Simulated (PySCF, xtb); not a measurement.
C4H8BN, SMILES NB1CC=CC1. One conformer was computed; it need not be the lowest.

Harmonic wavenumbers (cm⁻¹) from GFN2-xTB in xtb at its own minimum, in rising order: 104, 287, 321, 343, 517, 519, 598, 715, 727, 735, 752, 824, 878, 891, 1008, 1010, 1078, 1107, 1118, 1128, 1233, 1238, 1311, 1435, 1453, 1455, 1547, 1702, 2932, 2932, 2962, 2962, 3063, 3081, 3481, 3515.

Task: What does PBE0-D3(BJ)/def2-SVP run with PySCF give at its own minimum? (Estimate from the structure and the level; the computed values follow.)

Result: 88, 313, 352, 363, 531, 539, 561, 692, 738, 762, 764, 837, 913, 960, 970, 987, 1112, 1112, 1130, 1151, 1218, 1262, 1370, 1399, 1401, 1452, 1614, 1711, 3032, 3034, 3070, 3070, 3177, 3202, 3631, 3733. Paired by order, the mean absolute difference is 49 cm⁻¹ and the zero-point energies are 72.9 and 74.7 kcal/mol.
